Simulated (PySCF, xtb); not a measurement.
C3H7ClSi, SMILES C/C=C/[SiH2]Cl. The values are those of a single conformer.

Harmonic wavenumbers (cm⁻¹) from GFN2-xTB (xtb) at its own minimum, in rising order: 30, 101, 161, 192, 240, 389, 480, 507, 572, 683, 716, 775, 798, 989, 1004, 1034, 1102, 1244, 1304, 1397, 1472, 1479, 1685, 2245, 2276, 2996, 3011, 3017, 3037, 3052.

Problem. What does PBE-D3(BJ)/def2-SVP (PySCF 2.14.0) give at its own minimum? (The exact figures need the calculation; the answer reports its results.)

Solution. 61, 113, 190, 197, 259, 384, 526, 559, 678, 734, 776, 849, 909, 930, 976, 1016, 1071, 1197, 1283, 1333, 1396, 1399, 1646, 2167, 2176, 2959, 3028, 3043, 3063, 3075. Paired by order, the mean absolute difference is 46 cm⁻¹ and the zero-point energies are 54.3 and 54.3 kcal/mol.
